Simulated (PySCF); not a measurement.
Compound: CH8OSi3.
SMILES: `[SiH3][Si@H]1C[SiH2]O1`

Theory: PBE0-D3(BJ)/def2-SVP geometry optimisation, gas phase (PySCF 2.14.0).

Take the most abundant isotopes and a rigid rotor. 

What are A, B and C (cm⁻¹)?

Ia = 94.49, Ib = 363.93, Ic = 383.62 u·Å²; 505379 MHz·u·Å²/I gives 5349, 1389 and 1317 MHz, that is A = 0.17841, B = 0.04632, C = 0.04394 cm⁻¹.

Classify the top.

A near-prolate asymmetric top: κ = (2 × 1389 − 5349 − 1317)/(5349 − 1317) = -0.96.

What does the inertial defect say?

Not planar: Δ = Ic − Ia − Ib = -74.80 u·Å². For a rigid frame Δ = −2 Σ m c², so Σ m c² = 37.40 u·Å² lies off the ab plane: 13.23 from hydrogen and 24.17 from heavier atoms. The atom farthest from that plane is 2.19 Å away.

Give the other two planar moments, Paa and Pbb, and the rms extents of the mass along the axes.

Paa = Σ m a² = (Ib + Ic − Ia)/2 = 326.53 and Pbb = Σ m b² = (Ia + Ic − Ib)/2 = 57.09 u·Å². With the mass M = 119.99 u, the rms extents √(P/M) along a, b and c are 1.65, 0.69, 0.56 Å.

Give the coordinates in the principal-axis frame, origin at the centre of mass.

The sense of each axis is arbitrary; atoms in the order of the calculation.
```csv
atom,mass (u),a (Å),b (Å),c (Å)
Si1,27.977,2.377,-0.064,-0.380
Si2,27.977,0.310,0.123,0.708
C3,12.000,-0.890,1.404,-0.033
Si4,27.977,-1.935,-0.131,-0.418
O5,15.995,-0.756,-1.139,0.277
H6,1.008,3.081,-1.330,-0.015
H7,1.008,2.155,-0.038,-1.860
H8,1.008,3.246,1.098,-0.010
H9,1.008,0.473,0.210,2.192
H10,1.008,-0.521,1.955,-0.911
H11,1.008,-1.321,2.119,0.684
H12,1.008,-3.243,-0.222,0.294
H13,1.008,-2.138,-0.427,-1.865
```

Which lines would a microwave search look for?

The dipole components are |μa| = 0.19 D, |μb| = 1.69 D, |μc| = 0.15 D. Intensities carry the squares of the components, which stand as 0.01 : 1.00 : 0.01 (a : b : c). Some of the stronger lines:

```
type  branch         J(Ka,Kc)    MHz  lower level (cm⁻¹)
   b       R  5(1,4) ← 4(2,3)   2073               1.436
   b       Q  2(1,1) ← 2(0,2)   4103               0.271
   b       R  3(0,3) ← 2(1,2)   4225               0.401
   b       Q  4(1,3) ← 4(0,4)   4364               0.902
   b       R  1(1,1) ← 0(0,0)   6666               0.000
   b       R  4(0,4) ← 3(1,3)   7029               0.668
   b       Q  5(2,3) ← 5(1,4)  11489               1.505
   b       Q  4(2,2) ← 4(1,3)  11646               1.048
   b       Q  3(2,1) ← 3(1,2)  11778               0.682
   b       R  3(1,3) ← 2(0,2)  11900               0.271
   b       R  4(1,4) ← 3(0,3)  14466               0.541
   b       R  2(2,1) ← 1(1,0)  17363               0.225
   b       R  2(2,0) ← 1(1,1)  17435               0.222
   b       Q  5(3,2) ← 5(2,3)  19953               1.888
   b       Q  3(3,0) ← 3(2,1)  19973               1.075
   b       R  3(2,2) ← 2(1,1)  19998               0.408
   b       R  4(2,3) ← 3(1,2)  22597               0.682
   b       R  4(2,2) ← 3(1,3)  23039               0.668
   b       R  5(2,4) ← 4(1,3)  25160               1.048
   b       Q  5(4,1) ← 5(3,2)  27965               2.554
   b       R  3(3,1) ← 2(2,0)  28095               0.804
   b       R  3(3,0) ← 2(2,1)  28096               0.804
   b       R  4(3,1) ← 3(2,2)  30804               1.075
   b       R  5(3,2) ← 4(2,3)  33514               1.436
   b       R  4(4,1) ← 3(3,0)  38793               1.741
   b       R  4(4,0) ← 3(3,1)  38793               1.741
   b       R  5(4,1) ← 4(3,2)  41499               2.102
```

No PBE0-D3(BJ)/def2-SVP frequencies stand behind this structure, so it isn't proved a minimum. No vibrational averaging or centrifugal distortion is included, and the geometry carries the error of its method. A rigid rotor knows nothing of internal rotation, which can split or shift real lines.
